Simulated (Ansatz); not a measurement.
Computed with frozen-core CCSD(T)/cc-pVTZ // r2SCAN-D4/def2-TZVP (Ansatz, a quantum-chemistry and plane-wave program).

Ansatz 0.2 input:
```yaml
crystal:
  periodic: [false, false, false]
  atoms:
    - { symbol: F, position_ang: [1.364792, -1.002882, -0.016957] }
    - { symbol: Ge, position_ang: [0.0, 0.000001, 0.0] }
    - { symbol: F, position_ang: [0.479743, 1.610043, -0.215244] }
    - { symbol: F, position_ang: [-1.046597, -0.449646, -1.253464] }
    - { symbol: F, position_ang: [-0.797939, -0.157516, 1.485665] }
basis:
  gaussian: { orbitals: cc-pVTZ }
correlation:
  method: ccsd_t
```

Output:

```
Functional definition: HF
1039 factors; integrals over basis functions are off by at most 5.0e-4 eV
mean field evaluation 1: about -67303.1764 eV, gradient 4.9e1 eV
mean field evaluation 2: about -67303.2840 eV, gradient 4.9e1 eV
mean field evaluation 4: about -67306.7975 eV, gradient 1.9e0 eV
mean field evaluation 8: about -67306.8168 eV, gradient 8.4e-2 eV
mean field evaluation 16: about -67305.3437 eV, gradient 3.3e1 eV
mean field -67306.81684231 eV, -2473.4798967557 hartree, gradient 1.0e-6 eV, S^2 0.000000; 0 other end points of the search recorded, 0 dependent functions left out
13 core orbitals not correlated
reference -67306.81684231 eV, -2473.4798967557 hartree; 21, 21 occupied and 129, 129 virtual orbitals, 1039 factors
second order -32.45065970 eV of doubles, -0.00000000 eV of singles
cycle   1  -31.41447185 eV  change     1.0e0 eV  update   1.2e-1
cycle   2  -32.09750600 eV  change   -6.8e-1 eV  update   3.4e-2
cycle   3  -32.24275612 eV  change   -1.5e-1 eV  update   1.6e-2
cycle   4  -32.21705904 eV  change    2.6e-2 eV  update   3.2e-3
cycle   5  -32.21367460 eV  change    3.4e-3 eV  update   1.1e-3
cycle   6  -32.21466886 eV  change   -9.9e-4 eV  update   3.0e-4
cycle   7  -32.21450832 eV  change    1.6e-4 eV  update   9.1e-5
cycle   8  -32.21442003 eV  change    8.8e-5 eV  update   2.1e-5
cycle   9  -32.21442174 eV  change   -1.7e-6 eV  update   6.0e-6
perturbative correction -1.01695247 eV, -0.0373723139 hartree
Total energy: -67340.04821652 eV, -2474.7011272329 hartree
```

Cost: around 30 core-seconds (rough).
